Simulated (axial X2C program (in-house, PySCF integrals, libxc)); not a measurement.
**Nuclear properties of MoCN**

Computed with an axial X2C code built on PySCF integrals: two-component X2C with atomic mean-field Coulomb and Gaunt terms, Gaussian nuclei, basis Mo dyall-v3z, C dyall-v3z, N dyall-av3z with contracted cores.

Mo–C–N held linear, with bonds 2.065 and 1.162 Å (near the PBE0 minimum at charge 0 of the determinant lowest at the starting distance; the state shown can have its own minimum elsewhere, held linear; other orders of the atoms were not compared).

Input and command:
```json
{"zs": [42, 6, 7], "q": 0, "bas": ["dyall-v3z", "dyall-v3z", "dyall-av3z"], "r0": [2.08, 1.16], "symm": 0, "scan": ["PBE0", "HF", "B3LYP"], "levels": ["PBE0", "HF", "BHandHLYP"], "nst": 2}
```
```bash
python solin.py task.json out
```

Keys: zs atomic numbers; q charge; bas basis sets; r0 starting distance in Å; symm equal bonds; scan levels of the two-bond scan; levels methods; nst determinants followed.

Determinant lowest in the PBE0 search, Ω = 5/2 (⟨Sz⟩ = 2.50, ⟨Lz⟩ = 0.00 at PBE0), spin on the atoms Mo 2.52, C -0.12, N 0.10:

```tsv
level	Eeff magnitude (GV/cm)	Ws magnitude Mo (kHz)	A∥/gI Mo (MHz)	qzz Mo (a.u.)	A∥/gI C (MHz)	qzz C (a.u.)	A∥/gI N (MHz)	qzz N (a.u.)	μ (D)
PBE0	0.364	0.0509	443	-0.67	-17.9	-0.54	-3.53	-1.10	-7.04
HF	0.487	0.0777	307	-1.44	-33.3	-0.67	-0.0964	-1.27	-7.75
BHandHLYP	0.374	0.0509	417	-0.98	-16.5	-0.62	-2.09	-1.20	-7.47
```

Eeff is the effective electric field on the electron electric dipole moment in this Ω state and Ws the scalar–pseudoscalar constant of the nucleus named (defined with the proton number Z and per Ω); A∥ (defined per Ω) follows by multiplying with gI = μI/(I μN); qzz is the electric field gradient, eQq0 = 234.96 MHz × Q/barn × qzz; μ is positive if the N end (last atom) is positive. The operators were transformed with the bare-nucleus X2C matrices; with these basis sets, hyperfine constants and field gradients can be off by tens of per cent, and where levels differ in sign neither size nor sign is settled.

Task: With gI(95Mo) = -0.3657, Q(14N) = 0.02044 barn (g factors from the IAEA table of nuclear moments by Stone; Q from Pyykkö, Mol. Phys. 2018), turn the PBE0 values of the first state into constants in MHz.

Result: A∥(95Mo) = 443 × -0.3657 = -162 MHz; eQq0(14N) = 234.96 × (0.02044) × (-1.10) = -5.28 MHz.

The molecule was held linear; bending was not examined, so a bent shape may lie lower.

Each state is one determinant with collinear spin, which with several unpaired electrons need not be a pure state. Unrestricted Hartree–Fock can overshoot spin polarisation at the nuclei. This is the top spin component of a Σ state; components of lower Ω are not single determinants and can lie lower. With several open shells hyperfine constants can be off by a factor of several. The search compared states at one distance, so a state with another bond length can lie lower. Further determinants of the search, some of them spin-mixed, are not shown. Where a field gradient or hyperfine factor spreads by more than a factor of two over the levels, a constant derived from it is not to be relied on.
